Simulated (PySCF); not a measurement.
Excitations are Tamm–Dancoff values on a coarser integration grid. The basis has no diffuse functions, so Rydberg states are missing or too high.

Cartesian coordinates (Å):
```xyz
6

O     -0.5127    -0.7390    -1.0421
Si     0.1294     0.2400     0.0773
Br     0.8480     2.0057    -0.9906
Br     1.7946    -0.7476     1.1263
Br    -1.3763     0.8160     1.5774
H     -0.8831    -1.5751    -0.7484
```
Charge 0, spin multiplicity 1.

### Question
Give the LUMO, HOMO, T1 excitation (TDA), S1–T1 gap (TDA) and dipole moment at the level PBE0-D4/def2-TZVP (PySCF).

### Answer

```json
{
  "LUMO": "-0.97 eV",
  "HOMO": "-8.52 eV",
  "T1 excitation (TDA)": "5.79 eV",
  "S1–T1 gap (TDA)": "0.42 eV",
  "dipole_moment": "1.51 D"
}
```
